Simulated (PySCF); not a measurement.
Constitutional and geometric isomers with formula C2H6Si2. All species are isolated molecules in the gas phase. One relaxed conformer stands for each flexible species; it need not be the lowest. Strings in code marks are SMILES.

These are B3LYP-D3(BJ)/def2-TZVP run with PySCF values and carry that method's errors. B3LYP has the VWN-RPA correlation part, as in Gaussian. 

```csv
species,HOMO (eV),LUMO (eV)
`[SiH2]1[SiH2]C=C1`,-7.50,-0.92
`C(=[SiH2])[SiH]=C` (C–Si–C–Si torsion 180°),-5.57,-2.24
`[SiH2]=CC=[SiH2]` (Si–C–C–Si torsion 180°),___,___
`[SiH2]=C1C[SiH2]1`,-6.21,-1.64
```

### Question
Some entries are withheld; supply them.

### Answer

- `[SiH2]=CC=[SiH2]` (Si–C–C–Si torsion 180°), HOMO (eV): -5.04
- `[SiH2]=CC=[SiH2]` (Si–C–C–Si torsion 180°), LUMO (eV): -2.13
